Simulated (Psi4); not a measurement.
A dimer, Br2Ge ··· HCl (SMILES [Br][Ge][Br] and Cl); the first 3 atoms form monomer A.

```
5

Ge     0.0312     0.0170     0.9978
Br     1.0147    -1.5252    -0.5053
Br    -1.0459     1.5082    -0.4924
Cl    -2.3451    -1.4945     1.0601
H     -2.7547    -1.3021    -0.1394
```

Task: What interaction energy does Psi4 1.11 with SAPT0/jun-cc-pVDZ, frozen core give, and which attractive term is the largest?

Result: Total -10.86 kJ/mol: electrostatics -67.94, exchange 118.18, induction -38.08, dispersion -23.02. The most attractive term is electrostatics.
